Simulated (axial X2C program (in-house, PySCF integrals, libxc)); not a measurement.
AsC⁺: from the spin-free to the two-component result

Calculated with an in-house all-electron X2C program for linear molecules (integrals from PySCF). Spin-free means the one-electron spin-free X2C Hamiltonian; two-component (2c) means X2C with spin–orbit coupling and atomic mean-field two-electron Coulomb and Gaunt terms, so the difference of the two also holds small scalar two-electron terms. Basis: As dyall-cv3z [9s9p6d4f1g], C dyall-v3z [7s6p2d1f] (cores contracted in-house); Gaussian nuclei, density fitting, unrestricted open shells. Masses: As 74.922 u, C 12.000 u.

Spin-free state: M_S = 1, Λ = 1 (beyond evenly filled blocks: σα, π+α, π+β, π-α); fragments As+ + C.

```json
{"level": "PBE0", "Re (Å)": "1.734", "ωe (cm⁻¹)": "930.7", "De (eV)": "4.054", "μ (D)": "0.35"}
{"level": "PBEsol", "Re (Å)": "1.749", "ωe (cm⁻¹)": "899.5", "De (eV)": "4.862", "μ (D)": "0.37"}
```

Dipoles are positive if C is the positive end and refer to the centre of mass.

Two-component determinant lowest at the distance of the search:

Ω = 2 (⟨Sz⟩ = 1.00, ⟨Lz⟩ = 1.00 at PBE0); fragments As+ + C.

| level | Re (Å) | ωe (cm⁻¹) | μ (D) |
| --- | --- | --- | --- |
| PBE0 | 1.736 | 922.1 | 0.37 |
| PBEsol | 1.750 | 895.0 | 0.38 |

(1) From the two tables, how do the constants change at the PBE0 level (2c against spin-free)?

One determinant describes the state; a PBE0 search over occupations chose it and may have missed a lower one. De is counted from the lowest determinant-based energies of the atoms at the same level, without counterpoise correction. De is not given where an atomic determinant may have missed its ground term or J level, or where the truncated virtual space spoils (T). Density functionals use the spin component along the axis (collinear). Other states lie close and PBE0, whose exact exchange favours high spin, may order them wrongly; the determinant shown need not be the ground state. The nearest other spin-free determinant of the search, M_S = 0, Λ = 1, lies 0.34 eV up at the distance of the search. Without a current term, density functionals place determinants with orbital angular momentum somewhat too high. With several unpaired electrons one determinant need not be a pure state. Open-shell Ω = 0 determinants with evenly filled partner blocks cannot be reached by this program, so the Ω shown need not be the lowest component. The determinant is spin-polarised beyond a pure state at some levels (its spin-free form has ⟨S²⟩ too high), which makes Re and μ there less reliable.

## Answers

(1) At the PBE0 level Re rises by 0.002 Å and ωe drops by 8.6 cm⁻¹.
